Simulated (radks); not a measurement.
Question: The mean radii <r> (bohr) of the occupied orbitals of an atom or ion are listed with their occupations. Method: scalar-relativistic Kohn-Sham, LDA (Slater exchange, Perdew-Wang correlation), spin-polarised, spherical densities, finite nucleus; Fermi nuclear charge, rms radius of each element as measured or else 0.836 A^(1/3) + 0.57 fm; computed with a radial shooting solver on a logarithmic mesh with Libxc functionals.

orbital  occ.      <r>
1s down     1  0.01836
1s up       1  0.01836
2s up       1  0.07762
2s down     1  0.07762
2p up       3  0.06946
2p down     3  0.06946
3s up       1   0.2013
3s down     1   0.2013
3p up       3   0.2014
3p down     3   0.2014
3d up       5   0.1824
3d down     5   0.1824
4s up       1   0.4499
4s down     1   0.4499
4p up       3   0.4783
4p down     3   0.4783
4d up       5   0.5116
4d down     5   0.5115
5s up       1    1.053
5s down     1    1.051
5p up       3    1.208
5p down     3    1.205
4f up       7   0.6030
4f down     7   0.6016
5d up       1    1.584

Name the element and its charge. Open shells, if any, are filled with parallel spins first.

Answer: Z = 74, tungsten, charge +5: W5+ in [Xe] 4f14 5d1. The 1s radius gives Z: for a bare nucleus <r> = (2 gamma + 1)/(2Z) with gamma = sqrt(1 - (Z/c)^2), 0.01813 bohr for Z = 74, and screening makes it slightly larger (0.01836 here). The occupations add up to 69, and the charge is Z minus that.
